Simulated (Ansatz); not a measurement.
C2H9AlN2 (`C[N](C)[AlH][NH2]`), relaxed with RKS PBE0-D4/def2-TZVP in the Gaussian-basis code of Ansatz from a PBE-D4/def2-SVP geometry. The force threshold is 0.005 eV/Å; the program also tests the step.

Charge 0, multiplicity 1.

Start:

```xyz
14

C    -0.649    1.089    0.812
N     0.281    0.387   -0.048
C     1.379    1.221   -0.497
Al    0.117   -1.339   -0.546
N    -1.264   -2.313    0.035
H    -1.468    0.420    1.150
H    -1.125    1.962    0.299
H    -0.152    1.491    1.730
H     2.072    0.646   -1.146
H     1.979    1.625    0.356
H     1.027    2.105   -1.085
H     1.224   -1.986   -1.490
H    -2.029   -2.010    0.641
H    -1.392   -3.298   -0.211
```

(1) How much energy does the relaxation release, and in how many steps? (Best estimate.)

(2) Which bonds change most? (Best estimate.)

(3) Give the relaxed structure. (Estimate.)

## Answers

(1) Computed: 6.05 kJ/mol, in 6 steps, 1 of them rejected.

(2) Ansatz gave: N2–Al4 from 1.804 to 1.775 Å; C1–H7 from 1.119 to 1.100 Å; C3–H11 from 1.119 to 1.100 Å; C1–H8 from 1.119 to 1.100 Å.

(3) The calculation gave: 
```xyz
14

C    -0.643    1.081    0.804
N     0.276    0.377   -0.051
C     1.365    1.211   -0.493
Al    0.117   -1.325   -0.532
N    -1.251   -2.294    0.038
H    -1.458    0.429    1.129
H    -1.096    1.945    0.294
H    -0.147    1.464    1.708
H     2.047    0.650   -1.137
H     1.951    1.599    0.354
H     1.008    2.081   -1.064
H     1.211   -1.967   -1.474
H    -2.002   -1.991    0.634
H    -1.377   -3.262   -0.209
```
